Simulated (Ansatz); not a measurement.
Reaction (isomerisation): `CC#[C][GeH2][OH]` → `C#C[O][GeH2][CH3]`

Computed with Ansatz on PBE0-D4/def2-TZVP structures; ΔE is electronic, products minus reactants. CCSD(T)/CBS adds triple-zeta CCSD(T) − MP2 to the extrapolated MP2 energy (def2 sets, frozen cores). Functionals use def2-TZVPP. For Ge outer-core shells are correlated without core-valence functions, which leaves a few kJ/mol of doubt a bond. Scalar relativity is left out up to krypton. One conformer a species, not always the lowest.

CCSD(T)/CBS gives +0.90 eV.

Another level gave +0.74 eV. Which?
A. PBE-D4/def2-TZVPP
B. SCS-MP2/def2-TZVPP
C. ωB97X-V/def2-TZVPP
D. CCSD(T)/def2-TZVPP

A. PBE-D4 0.74, ωB97X-V 0.80, SCS-MP2/def2-TZVPP 0.95, CCSD(T)/def2-TZVPP 0.90 eV.

Largest T1 diagnostic among the species: 0.012.

From PBE to PBE0 (25 % exact exchange), in def2-TZVPP and without D4, ΔE moves by +0.04 eV. The D4 term adds −0.04 eV with B3LYP and −0.02 eV with PBE0; it sums over pairs of atoms, weighted by their polarisabilities, and B3LYP, whose exchange is more repulsive, gets the larger term.

B3LYP here is the variant with VWN-RPA as its local correlation; programs differ in this.
